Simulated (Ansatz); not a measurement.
Reaction (isomerisation): `N=C(N)BF` → `FB1NCN1`

Computed with Ansatz on PBE0-D4/def2-TZVP structures; ΔE is electronic, products minus reactants. CBS: MP2 limit from def2 TZ/QZ plus the TZ coupled-cluster correction, frozen cores. Each species was taken in one conformer, which may not be the lowest.

```tsv
species	CCSD(T)/CBS(def2) energy (Eh)
`N=C(N)BF`	-274.49115
`FB1NCN1`	-274.54230
```

Problem. Work out ΔE.

Solution. ΔE = (-274.54230) − (-274.49115) = -0.05115 Eh = -134.3 kJ/mol.

Problem. What do rigid-rotor, harmonic-oscillator terms from PBE0-D4/def2-TZVP frequencies (298.15 K, 1 bar) make of the CCSD(T)/CBS value? (Estimate.)

Solution. Computed: ΔZPE = +9.5 kJ/mol, ΔH = -127.9 kJ/mol, ΔS = -31 J/(mol·K), ΔG = -118.8 kJ/mol.

Largest T1 diagnostic among the species: 0.014.

Leaving LDA and LC-ωPBE aside and taking each functional with its dispersion term where it has one, the values, not all of them listed here, spread over 45.6 kJ/mol, from PBE-QIDH to BLYP-D4. LDA lies −27.0 kJ/mol from PBE without D4. At CCSD(T), def2-SVP lies −9.0 kJ/mol from the extrapolated value and def2-TZVPP +1.5 kJ/mol. From PBE to PBE0 (25 % exact exchange), in def2-TZVPP and without D4, ΔE moves by −15.4 kJ/mol.
